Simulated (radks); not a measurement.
Excited configurations of B I: one electron is placed in a higher orbital outside [He] 2s2. The ground configuration is [He] 2s2 2p1. All-electron calculation, scalar-relativistic Kohn-Sham, PBE, spin-polarised, spherical densities, finite nucleus; open shells are filled with parallel spins first; Fermi nuclear charge, rms radius 2.406 fm. Program: a radial shooting solver on a logarithmic mesh with Libxc functionals. Excitation = E - E(ground); binding = E(ion) - E, where the ion is the core of charge +1; n* = 1/sqrt(2 binding) in atomic units, and the quantum defect is n - n*.

| outer orbital | excitation (eV) | binding (eV) | n* | <r> (bohr) |
|---|---|---|---|---|
| 3s | 5.061 | 3.425 | 1.993 | 6.327 |
| 3d | 6.785 | 1.701 | 2.828 | 9.514 |
| 4s | 6.790 | 1.696 | 2.832 | 13.18 |
| 4d | 7.400 | 1.087 | 3.538 | 17.93 |
| 5p | 7.609 | 0.877 | 3.939 | 25.28 |

The Delta-SCF ionisation energy is 8.486 eV (NIST Atomic Spectra Database: 8.298 eV, measured). Self-interaction in the functional shifts the binding energies and quantum defects, so they are the method's values and not measured ones. Open shells are spherical and high-spin; term and fine-structure splittings are not resolved.
